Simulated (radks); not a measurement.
Task: Species: Ru. Configuration: [Kr] 4d6.5 5s1 5p0.5 (fractional occupations, a model configuration). All-electron calculation, Dirac Kohn-Sham, LDA (Slater exchange, Perdew-Zunger correlation), spin-unpolarised, spherical densities, finite nucleus; open shells are shared between the two j in proportion to 2j + 1; Fermi nuclear charge, rms radius 4.4809 fm. Program: a radial shooting solver on a logarithmic mesh with Libxc functionals.

Spin-orbit splittings of the eigenvalues, e(l+1/2) - e(l-1/2), with zeta = 2 splitting/(2l+1) and mean radii in bohr:

| shell | occ. | splitting (eV) | zeta (eV) | <r> j=l-1/2 | <r> j=l+1/2 |
|---|---|---|---|---|---|
| 2p | 6 | 130.7 | 87.14 | 0.1237 | 0.1285 |
| 3p | 6 | ? | ? | 0.3962 | 0.4069 |
| 3d | 10 | 4.329 | 1.731 | 0.3824 | 0.3859 |
| 4p | 6 | 3.454 | 2.303 | 1.103 | 1.135 |
| 4d | 6.5 | 0.3417 | 0.1367 | 1.630 | 1.654 |
| 5p | 0.5 | 0.1454 | 0.09694 | 4.565 | 4.741 |

Estimate the 3p splitting.

Result: 22.19 eV (zeta = 14.79 eV).
